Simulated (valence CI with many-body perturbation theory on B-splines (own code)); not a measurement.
The numbers below are computed, except where a source is named.
## Lu LXVI: what the settings do

Level of theory: relativistic CI+MBPT: four valence electrons over a frozen Dirac-Fock core [He], radial functions for each j: 6 s, 6 p, 5 d, 3 f, 1 g, with the one-electron correlation potential Σ1 (screened to all orders), the two-electron term Σ2, the three-electron term Σ3, Breit, model QED; selected single and double excitations, second order for the rest (own B-spline code, finite nucleus).

No measured spectrum was set against this ion. As an estimate, large intervals hold to a few tenths of a per cent, small ones and those within an open d or f shell to about a per cent.

The reference run has the lowest level (2s^2 2p1/2^2) J=0 and an ionisation energy of 16732.2 eV. Its largest variational space holds 9033 state functions.

Levels are named by their leading jj configuration (3d3/2^4 stands for four electrons in 3d with j = 3/2), which in mixed levels can hold well under half, so a name can repeat and another be missing. Letters in brackets count levels of one name in rising energy.

Changed runs:
A. correlating orbitals by l 3 3 3 2 1 → 4 4 3 0 0
B. Breit term on → off; QED terms on → off
C. QED terms on → off
D. Davidson tolerance 2e-05 → 0.03 (bad on purpose)

Excitation energies of the reference run in cm⁻¹, and shifts in cm⁻¹:

```tsv
Level	Reference	A	B	C	D
(2s^2 2p1/2 2p3/2) J=1	9397620	-415	+129615	-13419	0
(2s^2 2p1/2 2p3/2) J=2	9543820	+528	+187858	-13425	0
(2s 2p1/2^2 2p3/2) J=2	11674800	-194	+168173	+113411	0
(2s 2p1/2^2 2p3/2) J=1	12349200	+1020	+146640	+113866	0
(2s^2 2p3/2^2) J=2	19116600	+71	+282094	-24882	0
(2s^2 2p3/2^2) J=0	19595200	+551	+218862	-24650	0
(2s 2p1/2 2p3/2^2) J=2 [a]	20852600	-737	+279032	+100282	0
(2s 2p1/2 2p3/2^2) J=3	21204200	+511	+367944	+100355	0
(2s 2p1/2 2p3/2^2) J=0	21675000	+538	+232401	+100533	0
(2s 2p1/2 2p3/2^2) J=1 [a]	21849300	+796	+270852	+100890	0
(2s 2p1/2 2p3/2^2) J=2 [b]	21926200	+1662	+327238	+100867	0
(2s 2p1/2 2p3/2^2) J=1 [b]	21959000	+978	+265211	+100704	0
Ionisation energy (eV)	16732.2	-0.22	+34.5	+0.19	0
```

No effect on these energies: D.
